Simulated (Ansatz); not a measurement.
`C[SiH2]CBr` → `CCBr` + `[SiH2]` at 600 K and 1 bar (silylene formation by 1,1-elimination).

Program: Ansatz. Geometries: PBE0-D4/def2-TZVP. ΔE: electronic, gas phase. CBS: MP2 limit from def2 TZ/QZ plus the TZ coupled-cluster correction, frozen cores. This one scheme is used for every species. For Br outer-core shells are correlated without core-valence functions, which leaves a few kJ/mol of doubt a bond. Scalar relativity is left out up to krypton. One conformer a species, not always the lowest.

```tsv
species	CCSD(T)/CBS energy (Eh)	H − E (kJ/mol)	S (J/(mol·K))
`C[SiH2]CBr`	-2942.73033	274.1	436.7
`CCBr`	-2652.43806	211.8	342.1
`[SiH2]`	-290.19011	52.1	233.9
```

H − E and S are ideal-gas, rigid-rotor, harmonic terms from PBE0-D4/def2-TZVP, for one conformer and one mirror image of each species. 1 Eh = 2625.50 kJ/mol, R = 8.31446 J/(mol·K).

Question: By hand: ΔE, ΔH, ΔS and ΔG.

Answer: ΔE = (-2652.43806) + (-290.19011) − (-2942.73033) = 0.10216 Eh = 268.2 kJ/mol. Δ(H − E) = 211.8 + 52.1 − 274.1 = -10.2, so ΔH = 258.0 kJ/mol. ΔS = 342.1 + 233.9 − 436.7 = 139.3 J/(mol·K). ΔG = 258.0 − 600 × (139.3)/1000 = 174.4 kJ/mol.

Question: By hand: the equilibrium constant, and the temperature at which ΔG would vanish if ΔH and ΔS stayed fixed.

Answer: log₁₀ K = −ΔG/(RT ln 10) = -15.2. ΔG = 0 at ΔH/ΔS = 1852 K.

The number of gas molecules changes by +1, which sets the sign of ΔS. A doubt of 5 kJ/mol in ΔE shifts log₁₀ K by 0.4 here. Other conformers and mirror images would add mixing entropy, several J/(mol·K) or more a flexible species. These are equilibria of isolated gas molecules and say nothing of rates. Largest T1 diagnostic: 0.014 (customary marks: 0.02 for closed shells, 0.045 for open ones).
